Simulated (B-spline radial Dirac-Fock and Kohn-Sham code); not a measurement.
## Binding energies of O⁺ at several levels of theory

System: O⁺, [He] 2s2 2p3.

The density-functional columns are spherical, spin-unpolarised Dirac-Kohn-Sham results without Breit or QED terms: −ε is minus the orbital energy of the initial state and ΔSCF the difference of two total energies. The reference in the last column comes from ΔSCF Dirac-Fock with Breit, self-energy and vacuum polarisation, finite nucleus, configuration average. All numbers are from a radial atomic solver, in eV; a selection of levels is shown. The Kohn-Sham columns are given as differences from the reference.

```tsv
level	PBE −ε − DF	PBE ΔSCF − DF	LDA −ε − DF	LDA ΔSCF − DF	Dirac-Fock
K	-34.6	+9.2	-38.4	+5.1	568.2
L1	-8.2	+0.8	-8.5	+0.5	47.90
L2,3	-7.8	+1.4	-7.6	+1.5	32.23
```

For the outermost level NIST gives 35.12112 eV (measured); the differences from it are PBE −ε -10.67, PBE ΔSCF -1.54, LDA −ε -10.53, LDA ΔSCF -1.40, Dirac-Fock -2.89 eV. The computed values are configuration averages and the table refers to the lowest terms.
